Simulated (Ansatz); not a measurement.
C$_{3}$H$_{6}$BN, SMILES `BN=C1CC1` at its PBE0-D4/def2-TZVP geometry, where that method's forces vanish. Charge 0, multiplicity 1.

```csv
atom,x (Å),y (Å),z (Å)
B1,0.211,-2.389,0.474
N2,0.094,-1.065,0.212
C3,-0.012,0.135,-0.027
C4,-0.616,1.419,0.317
C5,0.378,1.274,-0.851
H6,1.057,-2.753,1.239
H7,-0.535,-3.153,-0.067
H8,-0.274,1.926,1.213
H9,-1.662,1.579,0.074
H10,-0.014,1.340,-1.861
H11,1.374,1.687,-0.723
```

(1) For each bond, give half the difference of the two atoms' forces along it (eV/Å; positive pushes the atoms apart) under PBE-D4, r2SCAN-D4, B3LYP-D4, ωB97M-V in def2-TZVPP. (Estimate.)

Answers

(1) Computed: 
| bond | length (Å) | PBE-D4 | r2SCAN-D4 | B3LYP-D4 | ωB97M-V |
| --- | --- | --- | --- | --- | --- |
| B1–N2 | 1.355 | -0.29 | -0.11 | 0.06 | 0.27 |
| B1–H6 | 1.198 | 0.04 | -0.03 | -0.10 | -0.18 |
| B1–H7 | 1.198 | 0.04 | -0.03 | -0.10 | -0.18 |
| N2–C3 | 1.228 | 0.56 | 0.23 | 0.00 | -0.07 |
| C3–C4 | 1.460 | -0.08 | -0.01 | 0.16 | 0.17 |
| C3–C5 | 1.460 | -0.08 | 0.00 | 0.16 | 0.17 |
| C4–C5 | 1.541 | 0.18 | 0.20 | 0.32 | 0.36 |
| C4–H8 | 1.085 | 0.06 | -0.06 | -0.12 | -0.16 |
| C4–H9 | 1.085 | 0.06 | -0.06 | -0.12 | -0.16 |
| C5–H10 | 1.085 | 0.06 | -0.06 | -0.12 | -0.16 |
| C5–H11 | 1.085 | 0.06 | -0.06 | -0.12 | -0.16 |

B3LYP here is the variant with VWN-RPA as its local correlation; programs differ in this.
